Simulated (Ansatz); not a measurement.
`[Cl][GeH]1[NH]C[O]1`, charge 0, multiplicity 1.

(1) Give a relaxed structure at PBE0-D4/def2-TZVP (the Gaussian-basis code of Ansatz). (Estimate.)

Answers

(1) Ansatz gave: 
Z-matrix (Å, degrees):
```
Ge
N 1 1.833
C 1 2.320 2 39.4
Cl 1 2.137 2 115.0 3 114.2
O 1 1.792 2 77.3 3 3.7
H 1 1.533 2 124.8 3 -112.0
H 2 1.009 1 122.7 3 120.9
H 3 1.095 1 127.7 2 89.6
H 3 1.097 1 122.7 2 -95.1
```
This is one stationary point; other conformers may exist.
